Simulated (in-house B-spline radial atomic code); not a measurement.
A fraction x of an electron is removed from 4f in Tb VI (Tb5+), starting from [Kr] 4d10 4f7 5s2 5p5 and keeping the highest spin. Computed with an all-electron radial atomic-structure program (B-spline basis): scalar-relativistic (X2C) B97-1, spin-polarised, spherical fractional occupations, Fermi nucleus of rms radius 5.06 fm.

Caution: exact exchange at fractional occupations of open shells leaves self-interaction of up to several eV.

```tsv
x	E(x) - E(0) (eV)	4f up level (eV)
0	0.0000	-76.453
0.12	9.3320	-79.084
0.24	?	?
0.36	28.9507	-84.422
0.46	37.5054	-86.675
0.5	40.9905	-87.582
0.52	?	?
0.71	59.8856	-92.384
0.85	73.0459	-95.626
0.9	77.8563	-96.792
1	87.6526	-99.136
```

**Question.** What belongs in the row x = 0.24?

**Answer.** An energy change of 18.9812 eV; 4f up at -81.740 eV.

**Question.** What belongs in the row x = 0.52?

**Answer.** An energy change of 42.7467 eV; 4f up at -88.036 eV.

**Question.** Check Janak's theorem between x = 0.36 and 0.46.

**Answer.** The slope of the energy is 85.55 eV; the orbital levels give 85.55 eV (-ε of the emptying orbital, averaged over the two points).
